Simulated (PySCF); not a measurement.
**Cr⁺ (chromium, charge +1): UHF calculation**

Configuration: [Ar] 3d5, high-spin 6S determinant. Calculation: PySCF 2.14, in cc-pVDZ-DK (6s5p3d1f, 43 functions); the spin-free X2C one-electron Hamiltonian (Gaussian nucleus).

| Item | Value |
| --- | --- |
| Total energy | -1049.432612 hartree |
| One-electron energy | -1441.5814 hartree |
| Hartree (Coulomb) energy | 440.2566 hartree |
| Exchange energy | -48.1078 hartree |
| ⟨S²⟩ | 8.7501 |
| ⟨L²⟩ | 0.000 |
| Sum of ⟨r⟩ | 16.57 bohr |
| Sum of ⟨r²⟩ | 20.92 bohr² |
| Langevin diamagnetic susceptibility | -16.6 ×10⁻⁶ cm³/mol |
| Time after the integrals | 0.23 s of wall time on 1 thread of Neoverse-N1 (shared host) |

```
shell  electrons  mean orbital energy (eV)  rms radius, mean of both spins (bohr)
 1s α          1                   -6048.5                                 0.0734
 1s β          1                   -6048.5                                 0.0734
 2s α          1                   -730.84                                  0.316
 2s β          1                   -728.20                                  0.316
 2p α          3                   -612.23                                  0.287
 2p β          3                   -609.54                                  0.287
 3s α          1                   -102.79                                  0.974
 3s β          1                   -93.409                                  0.974
 3p α          3                   -69.259                                   1.06
 3p β          3                   -57.677                                   1.06
 3d α          5                   -17.455                                   1.52
```

Densities and radii are taken from the X2C orbitals without a picture-change correction, which distorts them close to the nucleus.
